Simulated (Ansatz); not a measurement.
SnEtH3 (C2H8Sn), 11 atoms. Hardware: 4 threads of Arm Neoverse V2 on a shared host.

In the def2 sets Sn takes a core potential; there is no spin–orbit coupling. Correlated methods freeze 6 core orbitals; core or outer-core shells of Sn are correlated, in sets that lack core-valence functions.

(1) How many basis functions does each of these Ansatz runs have, and roughly what does it cost? BLYP-D4/def2-TZVP, charge 0 singlet, energy, from earlier orbitals; PBE0-D4/def2-SVP, charge 0 singlet, relaxation, 5 steps; RPA@PBE/def2-TZVP, charge 0 singlet, energy, from earlier orbitals; PBE-D4/def2-TZVP, charge 0 singlet, energy and forces, from earlier orbitals; r2SCAN-D4/def2-TZVP, charge 0 singlet, energy, from earlier orbitals; PBE0-D4/def2-TZVP, charge 0 singlet, energy, from earlier orbitals; PBE0-D4/def2-TZVP, charge 1 doublet at the geometry of the charge 0 singlet, energy, from earlier orbitals; PBE0-D4/def2-SVP, charge 1 doublet at the geometry of the charge 0 singlet, energy with a search over starts; HF/def2-TZVP, charge 0 singlet, energy, from earlier orbitals; PBE0-D4/def2-SVP, charge 0 singlet, energy with a search over starts; HF/STO-3G, charge 0 singlet, energy; r2SCANh-D4/def2-TZVP, charge 0 singlet, energy, from earlier orbitals.

## Answers

(1) Other jobs shared the machine, so times can vary by a factor of up to 3. A dash marks memory too small to be measured apart from the calling script's.

```tsv
run	functions	fitting or Cholesky vectors	wall time	peak host memory (GiB)
HF/STO-3G, charge 0 singlet, energy	45	609	0.2 s	–
HF/def2-TZVP, charge 0 singlet, energy, from earlier orbitals	160	1346	0.65 s	–
PBE0-D4/def2-SVP, charge 0 singlet, energy with a search over starts	94	1134	0.95 s	–
BLYP-D4/def2-TZVP, charge 0 singlet, energy, from earlier orbitals	160	1100	1.1 s	–
PBE-D4/def2-TZVP, charge 0 singlet, energy and forces, from earlier orbitals	160	1100	1.4 s	–
PBE0-D4/def2-TZVP, charge 0 singlet, energy, from earlier orbitals	160	1173	1.4 s	–
r2SCAN-D4/def2-TZVP, charge 0 singlet, energy, from earlier orbitals	160	1100	2.1 s	–
PBE0-D4/def2-SVP, charge 1 doublet at the geometry of the charge 0 singlet, energy with a search over starts	94	1049	2.4 s	–
r2SCANh-D4/def2-TZVP, charge 0 singlet, energy, from earlier orbitals	160	1115	2.5 s	–
RPA@PBE/def2-TZVP, charge 0 singlet, energy, from earlier orbitals	160	1270	2.6 s	–
PBE0-D4/def2-TZVP, charge 1 doublet at the geometry of the charge 0 singlet, energy, from earlier orbitals	160	1173	2.7 s	–
PBE0-D4/def2-SVP, charge 0 singlet, relaxation, 5 steps	94	1135	7 s	–
```
